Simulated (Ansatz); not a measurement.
`COc1ccc(-c2ccc(-c3ccc(-c4ccc(-c5ccc(-c6ccc(-c7ccc(-c8ccc(C(F)=C(F)F)cc8)cc7)cc6)cc5)cc4)cc3)cc2)cc1` with charge +1. The state is a doublet with charge 1. Geometry r2SCAN-D4/def2-SVP, that of the neutral singlet; atoms count from 1.

Cartesian coordinates in Å:
```
C -12.436 7.677 -11.696
O -11.268 6.983 -12.075
C -10.468 6.493 -11.098
C -9.322 5.800 -11.526
C -8.442 5.261 -10.597
C -8.666 5.387 -9.209
C -7.726 4.813 -8.225
C -6.344 4.743 -8.487
C -5.458 4.200 -7.559
C -5.909 3.705 -6.320
C -4.969 3.132 -5.335
C -3.825 2.419 -5.745
C -2.941 1.876 -4.816
C -3.155 2.022 -3.432
C -2.218 1.445 -2.447
C -1.963 2.086 -1.219
C -1.082 1.540 -0.289
C -0.413 0.326 -0.541
C 0.520 -0.254 0.447
C 1.646 -0.996 0.041
C 2.523 -1.546 0.973
C 2.318 -1.380 2.356
C 3.247 -1.964 3.345
C 3.901 -3.187 3.099
C 4.775 -3.739 4.032
C 5.038 -3.095 5.257
C 5.963 -3.682 6.248
C 5.757 -3.507 7.631
C 6.627 -4.061 8.566
C 7.746 -4.817 8.165
C 8.667 -5.405 9.157
C 8.931 -4.764 10.382
C 9.799 -5.317 11.318
C 10.445 -6.545 11.067
C 11.341 -7.071 12.088
F 11.439 -6.342 13.218
C 12.099 -8.185 12.069
F 12.157 -9.033 11.061
F 12.872 -8.553 13.063
C 10.185 -7.196 9.842
C 9.317 -6.633 8.914
C 7.952 -4.992 6.782
C 7.082 -4.437 5.847
C 4.386 -1.871 5.501
C 3.512 -1.319 4.568
C 1.193 -0.637 2.762
C 0.315 -0.088 1.831
C -0.668 -0.314 -1.769
C -1.548 0.232 -2.699
C -4.297 2.737 -3.022
C -5.183 3.277 -3.951
C -7.290 3.776 -6.057
C -8.177 4.314 -6.987
C -9.817 6.082 -8.803
C -10.713 6.632 -9.723
H -12.934 7.979 -12.626
H -12.199 8.579 -11.103
H -13.119 7.035 -11.111
H -9.155 5.690 -12.601
H -7.571 4.703 -10.954
H -5.952 5.156 -9.420
H -4.387 4.197 -7.783
H -3.637 2.272 -6.812
H -2.055 1.342 -5.171
H -2.435 3.049 -1.006
H -0.877 2.086 0.637
H 1.859 -1.112 -1.025
H 3.408 -2.083 0.620
H 3.689 -3.735 2.176
H 5.233 -4.710 3.825
H 4.876 -2.961 7.979
H 6.413 -3.940 9.632
H 8.468 -3.796 10.595
H 9.993 -4.791 12.255
H 10.653 -8.155 9.616
H 9.114 -7.174 7.986
H 8.832 -5.539 6.433
H 7.295 -4.559 4.781
H 4.597 -1.323 6.424
H 3.054 -0.348 4.775
H 0.980 -0.521 3.829
H -0.570 0.448 2.183
H -0.197 -1.278 -1.982
H -1.752 -0.313 -3.625
H -4.504 2.855 -1.955
H -6.051 3.840 -3.597
H -7.682 3.365 -5.122
H -9.248 4.312 -6.765
H -10.009 6.226 -7.735
H -11.586 7.175 -9.357
```

Single mean-field runs in def2-SVP are fitted with def2-universal-jkfit.

Estimate the Mulliken populations of the heavy atoms from the PBE0/def2-SVP orbitals of Ansatz.


```
atom  charge (e)  spin (α − β)
  C1        0.09          0.00
  O2       -0.32          0.04
  C3        0.23          0.05
  C4       -0.02          0.01
  C5       -0.02          0.01
  C6        0.03          0.05
  C7        0.04          0.05
  C8       -0.03          0.01
  C9       -0.02          0.01
 C10        0.04          0.06
 C11        0.04          0.04
 C12       -0.02          0.01
 C13       -0.02          0.00
 C14        0.04          0.05
 C15        0.04          0.04
 C16       -0.02          0.01
 C17       -0.03          0.00
 C18        0.04          0.05
 C19        0.04          0.04
 C20       -0.02          0.01
 C21       -0.02          0.01
 C22        0.04          0.04
 C23        0.04          0.04
 C24       -0.02          0.01
 C25       -0.02          0.01
 C26        0.04          0.04
 C27        0.04          0.03
 C28       -0.03          0.01
 C29       -0.03          0.00
 C30        0.04          0.05
 C31        0.03          0.02
 C32       -0.02          0.02
 C33       -0.02         -0.01
 C34       -0.03          0.05
 C35        0.19         -0.01
 F36       -0.20          0.00
 C37        0.36          0.05
 F38       -0.15          0.01
 F39       -0.13          0.01
 C40       -0.01         -0.01
 C41       -0.03          0.02
 C42       -0.02          0.00
 C43       -0.03          0.01
 C44       -0.02          0.01
 C45       -0.02          0.01
 C46       -0.02          0.01
 C47       -0.02          0.01
 C48       -0.02          0.00
 C49       -0.02          0.01
 C50       -0.02          0.00
 C51       -0.02          0.01
 C52       -0.02          0.01
 C53       -0.03          0.01
 C54       -0.02          0.02
 C55       -0.09          0.00
```
Mulliken values depend strongly on the basis.

Where does the spin sit?

Summed by element: C 0.96, O 0.04, F 0.01, H -0.01, of 1 unpaired in all. Largest on single atoms: C10 0.06, C37 0.05, C3 0.05.

And the Mayer bond orders between heavy atoms (over 0.3, the first 40 of 62)?

C1–O2 0.93 (1.41 Å); O2–C3 1.15 (1.35 Å); C3–C4 1.31 (1.41 Å); C3–C55 1.27 (1.40 Å); C4–C5 1.45 (1.39 Å); C5–C6 1.31 (1.41 Å); C6–C7 1.05 (1.48 Å); C6–C54 1.34 (1.40 Å); C7–C8 1.33 (1.41 Å); C7–C53 1.33 (1.41 Å); C8–C9 1.44 (1.39 Å); C9–C10 1.33 (1.41 Å); C10–C11 1.05 (1.48 Å); C10–C52 1.33 (1.41 Å); C11–C12 1.33 (1.41 Å); C11–C51 1.33 (1.41 Å); C12–C13 1.43 (1.39 Å); C13–C14 1.33 (1.41 Å); C14–C15 1.04 (1.48 Å); C14–C50 1.33 (1.41 Å); C15–C16 1.33 (1.41 Å); C15–C49 1.33 (1.41 Å); C16–C17 1.43 (1.39 Å); C17–C18 1.33 (1.41 Å); C18–C19 1.04 (1.48 Å); C18–C48 1.33 (1.41 Å); C19–C20 1.33 (1.41 Å); C19–C47 1.33 (1.41 Å); C20–C21 1.43 (1.39 Å); C21–C22 1.33 (1.41 Å); C22–C23 1.04 (1.48 Å); C22–C46 1.33 (1.41 Å); C23–C24 1.33 (1.41 Å); C23–C45 1.33 (1.41 Å); C24–C25 1.43 (1.39 Å); C25–C26 1.33 (1.41 Å); C26–C27 1.04 (1.48 Å); C26–C44 1.33 (1.41 Å); C27–C28 1.33 (1.41 Å); C27–C43 1.33 (1.41 Å).
